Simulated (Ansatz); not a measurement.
A calculation with Ansatz (development build ahead of 0.2.0).

```yaml
crystal:
  periodic: [false, false, false]
  atoms:
    - { symbol: Li, position_ang: [-0.78715, -0.78715, -0.78715] }
    - { symbol: F, position_ang: [-0.87308, -0.87308, 0.87308] }
    - { symbol: F, position_ang: [-0.87308, 0.87308, -0.87308] }
    - { symbol: Li, position_ang: [-0.78715, 0.78715, 0.78715] }
    - { symbol: F, position_ang: [0.87308, -0.87308, -0.87308] }
    - { symbol: Li, position_ang: [0.78715, -0.78715, 0.78715] }
    - { symbol: Li, position_ang: [0.78715, 0.78715, -0.78715] }
    - { symbol: F, position_ang: [0.87308, 0.87308, 0.87308] }
basis:
  gaussian: { orbitals: cc-pVDZ }
hamiltonian:
  xc: hf
```

The input is written out in the form of the current development build from the run's settings.

The run gave:

```
Converged                       : yes
Total energy                    : -428.05652 hartree
Spin squared of the determinant : 0.000
```

Caution: no unrestricted run beside it, a lower state can exist.
